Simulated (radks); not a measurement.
Charge is removed step by step from the 4d down level of Pd3+, starting from [Kr] 4d(up 5, down 2). Calculated with a radial shooting solver on a logarithmic mesh with Libxc functionals: scalar-relativistic Kohn-Sham, r2SCAN, spin-polarised, spherical densities, finite nucleus; meta-GGA in the generalised Kohn-Sham scheme; Fermi nuclear charge, rms radius 4.5318 fm.

removed (e)  E - E(0) (eV)  eigenvalue (eV)  E minus straight line (eV)
0                    0.000          -39.958                       0.000
0.125                5.105          -41.733                      -0.793
0.25                10.433          -43.524                      -1.363
0.375               15.985          -45.330                      -1.708
0.5                 21.764          -47.151                      -1.827
0.625               27.772          -48.986                      -1.717
0.75                34.010          -50.835                      -1.377
0.875               40.479          -52.696                      -0.805
1                   47.183          -54.570                       0.000

Removing the whole electron costs 47.183 eV by Delta-SCF, against 39.958 eV from minus the eigenvalue at the starting occupation. Slater's transition state (half an electron removed) gives 47.151 eV. Integrating minus the eigenvalue over the occupation (Janak's theorem) gives 47.189 eV. In this scalar-relativistic scheme the density is built from large components alone, so the theorem holds only approximately. The mean slope of the eigenvalue, de/dn, is 14.6 eV per electron. Ionisation energy of Pd3+ in the NIST Atomic Spectra Database: 46 eV (theoretical).
